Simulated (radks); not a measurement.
Values are calculated unless marked as measured or tabulated.
Question: The mean radii <r> (bohr) of the occupied orbitals of an atom or ion are listed with their occupations. Code: a radial shooting solver on a logarithmic mesh with Libxc functionals. Model: Dirac Kohn-Sham, PW91, spin-unpolarised, spherical densities, finite nucleus; Fermi nuclear charge, rms radius of each element as measured or else 0.836 A^(1/3) + 0.57 fm.

| orbital | occ. | <r> |
|---|---|---|
| 1s1/2 | 2 | 0.01715 |
| 2s1/2 | 2 | 0.07160 |
| 2p1/2 | 2 | 0.05896 |
| 2p3/2 | 4 | 0.06735 |
| 3s1/2 | 2 | 0.1836 |
| 3p1/2 | 2 | 0.1736 |
| 3p3/2 | 4 | 0.1881 |
| 3d3/2 | 4 | 0.1633 |
| 3d5/2 | 6 | 0.1677 |
| 4s1/2 | 2 | 0.3665 |
| 4p1/2 | 2 | 0.3620 |

Name the element and its charge. Open shells, if any, fill j = l - 1/2 first.

Answer: Z = 78, platinum, charge +46: Pt46+ in [Ar] 3d10 4s2 4p2. The 1s radius gives Z: for a bare nucleus <r> = (2 gamma + 1)/(2Z) with gamma = sqrt(1 - (Z/c)^2), 0.01695 bohr for Z = 78, and screening makes it slightly larger (0.01715 here). The occupations add up to 32, and the charge is Z minus that.
